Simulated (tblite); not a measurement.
1-chloro-1,1,3,3,3-pentafluoropropane, C₃H₂ClF₅.
SMILES with atom numbers: `[F:1][C:2]([F:3])([F:4])[CH2:5][C:6]([F:7])([F:8])[Cl:9]` (hydrogens: H10, H11 on C5)

The geometry is computed with GFN2-xTB (gas phase).

Task: List the bond lengths, angles and torsions at this level.

Result: 
```
               bond  length (pm)   order
F1–C2, C2–F3, C2–F4        133.6  single
              C2–C5        152.5  single
              C5–C6        152.6  single
       C6–F7, C6–F8        134.4  single
             C6–Cl9        178.6  single
     C5–H10, C5–H11        109.3  single
```

Bonds in one row agree within 1 pm and their mean is given. Orders are formal, as drawn. A selection of angles:
```
     angle  degrees
  F1–C2–F3    106.5
  F1–C2–C5    113.2
  F3–C2–C5    109.5
  C2–C5–C6    114.6
 C2–C5–H10    107.6
 C6–C5–H10    107.9
 C6–C5–H11    108.9
H10–C5–H11    109.4
  C5–C6–F7    108.8
  C5–C6–F8    111.7
 C5–C6–Cl9    113.2
  F7–C6–F8    105.7
 F7–C6–Cl9    108.2
 F8–C6–Cl9    108.9
```

Torsions: F1–C2–C5–C6 66° (synclinal); C2–C5–C6–F7 179° (antiperiplanar). The mirror-image conformer, all signs reversed, is as good.

Of the pairs four or more bonds apart, F1···Cl9 is among the closest relative to their van der Waals radii: 2.94 Å, 91 % of the sum of Bondi's values.

Point group: C1 (no symmetry element, even within 0.4 Å). Its lowest GFN2-xTB frequency is 7 cm⁻¹, too small to tell a flat minimum from a shallow saddle. One conformer, not necessarily the lowest. 3 starts were optimised and ended at 0.00, 0.18 and 0.19 kcal/mol (GFN2-xTB); the lowest of these is shown.
